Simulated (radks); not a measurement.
Ge, configuration [Ar] 3d10 4s2 4p2. Method: scalar-relativistic Kohn-Sham, BLYP, spin-polarised, spherical densities, finite nucleus; open shells are filled with parallel spins first; Fermi nuclear charge, rms radius 4.0742 fm; computed with a radial shooting solver on a logarithmic mesh with Libxc functionals.

Normalised radial functions P(r) = r R(r), r in bohr:

```
   r/bohr * 3d up (the largest magnitude, 1.14, reaches the edge; | marks zero)
  0.00207 *
 0.002738 *
 0.003623 *
 0.004794 *
 0.006343 *
 0.008393 *
   0.0111 *
  0.01469 *
  0.01944 *
  0.02572 *
  0.03431 |*
  0.04539 |*
  0.06006 |  *
  0.07947 |    *
   0.1051 |        *
   0.1391 |              *
   0.1841 |                        *
   0.2436 |                                   *
   0.3223 |                                              *
   0.4264 |                                                     *
   0.5642 |                                                      *
   0.7465 |                                               *
   0.9877 |                                    *
    1.307 |                       *
    1.729 |            *
    2.288 |     *
    3.027 | *
    4.005 *
      5.3 *
    7.012 *
    9.278 *
```

3d up: eigenvalue -29.027 eV, 0 radial nodes, <r> = 0.739 bohr, 90 % of the charge inside 1.26 bohr.
